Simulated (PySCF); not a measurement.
```xyz
6
charge 0 multiplicity 1, angstrom
Sn    1.5695    0.0000   -0.0140
Sn   -1.5695    0.0000   -0.0140
H     0.0000    1.1593   -0.0801
H     0.0000   -1.1593   -0.0801
H     1.5124    0.0000    1.7498
H    -1.5124    0.0000    1.7498
```

Method: PBE0 in PySCF with Sn def2-TZVP with ECP28, H def2-TZVP; scalar-relativistic core potentials, no spin–orbit coupling; density-fitted integrals.

This geometry of Sn₂H₄ is a stationary point at this level.

Problem. What is the point group?

Solution. C2v.

Problem. Is it a minimum?

Solution. Yes: all harmonic wavenumbers are real.

Problem. List the harmonic modes with their infrared intensities.

Solution. 
```
symmetry  ω (cm⁻¹)  IR (km/mol)
      a1       164          0.1
      a1       288          3.4
      a2       464          0.0
      b1       519         65.9
      b2       683         27.9
      a1       721         23.6
      b2      1035          108
      a2      1125          0.0
      b1      1203         1613
      a1      1309          0.2
      b1      1743          6.0
      a1      1766          600
```

Problem. Give the atomic charges and bond orders.

Solution. 
| atom | Mulliken | Löwdin | polar tensor | Mayer order to Sn1 |
| --- | --- | --- | --- | --- |
| Sn1 | 0.11 | 0.03 | 0.70 | – |
| Sn2 | 0.11 | 0.03 | 0.70 | 0.48 |
| H3,4 | -0.05 | 0.03 | -0.42 | 0.47 |
| H5 | -0.07 | -0.07 | -0.28 | 0.96 |
| H6 | -0.07 | -0.07 | -0.28 | 0.01 |
Other Mayer orders above 0.3: Sn–H 0.47 (×2), Sn–H 0.96.

Problem. What is the atomisation energy, with and without zero-point energy?

Solution. 1198 kJ/mol without, 1132 kJ/mol with.

In C2v the vibrations span 5a1 + 2a2 + 3b1 + 2b2. The a2 modes carry no infrared intensity, as symmetry demands.

Only a few start shapes were tried, so a lower isomer may exist.
